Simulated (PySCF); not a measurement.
GeI$_{2}$, charge -1, doublet (typed; the unrestricted solution is spin-contaminated), geometry from GFN2-xTB (a state made from the parent by changing its charge; the spin is typed, not shown lowest) (all electrons, no relativity); PySCF with SVWN5/3-21G.

PySCF was given this input:
```python
from pyscf import gto, scf, dft

mol = gto.M(
    atom='''
Ge    0.00262673   -0.01192623    1.28932309
I     1.10279430   -1.88448564   -0.40894272
I    -1.10438024    1.89168638   -0.36951650
''',
    basis='3-21g',
    charge=-1,
    spin=1,
    verbose=4,
    symmetry=True,
)

mf = dft.UKS(mol)
mf.xc = 'lda,vwn'
mf.irrep_nelec = {'A1': (28, 27), 'A2': (9, 9), 'B1': (12, 11), 'B2': (21, 22)}
mf.kernel()
mf.analyze()
```

The log (banner, timings and long lists left out):

```
PySCF version 2.14.0

[INPUT] verbose = 4
[INPUT] num. atoms = 3
[INPUT] num. electrons = 139
[INPUT] charge = -1
[INPUT] spin (= nelec alpha-beta = 2S) = 1
[INPUT] symmetry True subgroup None
[INPUT] Mole.unit = angstrom
[INPUT] Symbol           X                Y                Z      unit          X                Y                Z       unit  Magmom
[...]
nuclear repulsion = 990.895676730425
point group symmetry = C2v
symmetry origin: [ 7.39458046e-09 -1.91711371e-09  3.01260677e-09]
symmetry axis x: [-0.86334957 -0.50459791 -0.00290863]
symmetry axis y: [ 0.50460218 -0.86330492 -0.00901359]
symmetry axis z: [ 0.0020372  -0.00924958  0.99995515]
num. orbitals of irrep A1 = 33
num. orbitals of irrep A2 = 10
num. orbitals of irrep B1 = 14
num. orbitals of irrep B2 = 27
number of shells = 36
number of NR pGTOs = 216
number of NR cGTOs = 84
basis = 3-21g
ecp = {}

******** <class 'pyscf.dft.uks_symm.SymAdaptedUKS'> ********
method = SymAdaptedUKS
initial guess = minao
damping factor = 0
level_shift factor = 0
DIIS = <class 'pyscf.scf.diis.CDIIS'>
diis_start_cycle = 1
diis_space = 8
diis_damp = 0
SCF conv_tol = 1e-09
SCF conv_tol_grad = None
SCF max_cycles = 50
direct_scf = True
direct_scf_tol = 1e-13
number electrons alpha = 70  beta = 69
irrep_nelec {'A1': (28, 27), 'A2': (9, 9), 'B1': (12, 11), 'B2': (21, 22)}
XC library pyscf.dft.libxc version 7.1.2
    S. Lehtola, C. Steigemann, M. J. T. Oliveira, and M. A. L. Marques,  SoftwareX 7, 1–5 (2018)
XC functionals = lda,vwn
    P. A. M. Dirac,  Math. Proc. Cambridge Philos. Soc. 26, 376 (1930)
    F. Bloch,  Z. Phys. 57, 545 (1929)
    S. H. Vosko, L. Wilk, and M. Nusair,  Can. J. Phys. 58, 1200 (1980)
radial grids:
    Treutler-Ahlrichs [JCP 102, 346 (1995); DOI:10.1063/1.469408] (M4) radial grids

becke partition: Becke, JCP 88, 2547 (1988); DOI:10.1063/1.454033
pruning grids: <function nwchem_prune>
grids dens level: 3
symmetrized grids: True
atomic radii adjust function: <function treutler_atomic_radii_adjust>
small_rho_cutoff = 0
Freeze 139 electrons in irreps ['A1', 'A2', 'B1', 'B2']
    0 free electrons in irreps
Set gradient conv threshold to 3.16228e-05
tot grids = 64560
init E= -15795.5471106239

cycle= 1 E= -15832.0210821417  delta_E= -36.5  |g|= 0.213  |ddm|= 2.29

cycle= 2 E= -15832.0410255085  delta_E= -0.0199  |g|= 0.148  |ddm|=  1.6

cycle= 3 E= -15832.0641138906  delta_E= -0.0231  |g|= 0.0189  |ddm|= 0.805

cycle= 4 E= -15832.0644462443  delta_E= -0.000332  |g|= 0.00767  |ddm|= 0.0853

[...]
converged SCF energy = -15832.0645088839  <S^2> = 1.7518013  2S+1 = 2.8297005
Total Energy =                      -15832.064508883859162
[...]
beta  MO #51 (A2 #6), energy= -1.78022927584766 occ= 1
beta  MO #52 (B1 #9), energy= -1.77469189796305 occ= 1
beta  MO #53 (A2 #7), energy= -1.77465346330461 occ= 1
beta  MO #54 (A1 #21), energy= -1.77443346201002 occ= 1
beta  MO #55 (B2 #18), energy= -1.77442763772424 occ= 1
beta  MO #56 (A1 #22), energy= -0.692394091567312 occ= 1
beta  MO #57 (B2 #19), energy= -0.692140768749939 occ= 1
beta  MO #58 (A2 #8), energy= -0.687933442788012 occ= 1
beta  MO #59 (A1 #23), energy= -0.680417629612873 occ= 1
beta  MO #60 (B1 #10), energy= -0.6796792842789 occ= 1
beta  MO #61 (A1 #24), energy= -0.442640100943863 occ= 1
beta  MO #62 (B2 #20), energy= -0.434914522879254 occ= 1
beta  MO #63 (A1 #25), energy= -0.210762135446577 occ= 1
beta  MO #64 (B2 #21), energy= -0.119919233012685 occ= 1
beta  MO #65 (A1 #26), energy= -0.114494124888172 occ= 1
beta  MO #66 (B2 #22), energy= -0.0980665243018838 occ= 1
beta  MO #67 (B1 #11), energy= -0.0908257330732177 occ= 1
beta  MO #68 (A2 #9), energy= -0.0828333400609352 occ= 1
beta  MO #69 (A1 #27), energy= -0.0423136163744748 occ= 1
beta  MO #70 (B1 #12), energy= 0.100550011259573 occ= 0
beta  MO #71 (A1 #28), energy= 0.133956655416039 occ= 0
beta  MO #72 (B2 #23), energy= 0.139853465149802 occ= 0
beta  MO #73 (A1 #29), energy= 0.412317188284837 occ= 0
beta  MO #74 (B2 #24), energy= 0.442237956560537 occ= 0
beta  MO #75 (A1 #30), energy= 0.46190704387363 occ= 0
beta  MO #76 (B1 #13), energy= 0.476024599858998 occ= 0
beta  MO #77 (A1 #31), energy= 0.478223722201634 occ= 0
beta  MO #78 (B2 #25), energy= 0.479679793508504 occ= 0
beta  MO #79 (A2 #10), energy= 0.524786227168036 occ= 0
beta  MO #80 (B1 #14), energy= 0.535566724326793 occ= 0
beta  MO #81 (B2 #26), energy= 0.548249814068747 occ= 0
beta  MO #82 (A1 #32), energy= 0.548323698767283 occ= 0
beta  MO #83 (A1 #33), energy= 0.599785207777329 occ= 0
beta  MO #84 (B2 #27), energy= 0.648113642448719 occ= 0
 ** Mulliken pop alpha/beta on meta-lowdin orthogonal AOs **
 ** Mulliken pop       alpha | beta **
In total            70.00000 | 69.00000
 ** Mulliken atomic charges   ( Nelec_alpha | Nelec_beta ) **
charge of  0Ge =     -0.65905  (    17.23421     15.42485 )
charge of  1I =     -0.17047  (    26.38290     26.78758 )
charge of  2I =     -0.17047  (    26.38290     26.78758 )

WARN: System has nonzero charge -1; the dipole moment is origin-dependent.
Location of origin: [0. 0. 0.]

Dipole moment(X, Y, Z, Debye): -0.00614,  0.02788, -3.01410
```
